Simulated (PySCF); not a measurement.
Trend along the alkali metals: MBr molecules

PBE0 with double-zeta basis sets in PySCF, for the lowest determinant that a PBE0 search found; no spin–orbit coupling. De refers to high-spin ground-configuration atoms. A positive dipole means M(−)Br(+).

```json
{"M": "Li", "basis": "cc-pVDZ/cc-pVDZ-PP", "state (unpaired electrons)": "singlet (closed shell)", "Re (Å)": "2.211", "ωe (cm⁻¹)": "548", "De (eV)": "4.14", "μ (D)": "-7.10"}
{"M": "Na", "basis": "pcseg-1", "state (unpaired electrons)": "singlet (closed shell)", "Re (Å)": "2.508", "ωe (cm⁻¹)": "301", "De (eV)": "3.66", "μ (D)": "-8.88"}
{"M": "K", "basis": "x2c-SVPall", "state (unpaired electrons)": "singlet (closed shell)", "Re (Å)": "2.824", "ωe (cm⁻¹)": "225", "De (eV)": "3.75", "μ (D)": "-10.17"}
{"M": "Rb", "basis": "def2-SVP", "state (unpaired electrons)": "singlet (closed shell)", "Re (Å)": "2.990", "ωe (cm⁻¹)": "173", "De (eV)": "3.83", "μ (D)": "-10.99"}
{"M": "Cs", "basis": "def2-SVP", "state (unpaired electrons)": "singlet (closed shell)", "Re (Å)": "3.128", "ωe (cm⁻¹)": "154", "De (eV)": "3.96", "μ (D)": "-10.81"}
```

The shortest bond is that of LiBr (2.211 Å), the longest that of CsBr (3.128 Å).

The rows differ in basis set, which adds steps of its own.

Down a group the atoms grow and get heavier, so bonds lengthen and wavenumbers fall; this series shows no clear exception.

These are scalar-relativistic numbers at best; spin–orbit coupling would shift them, the dissociation energy most.
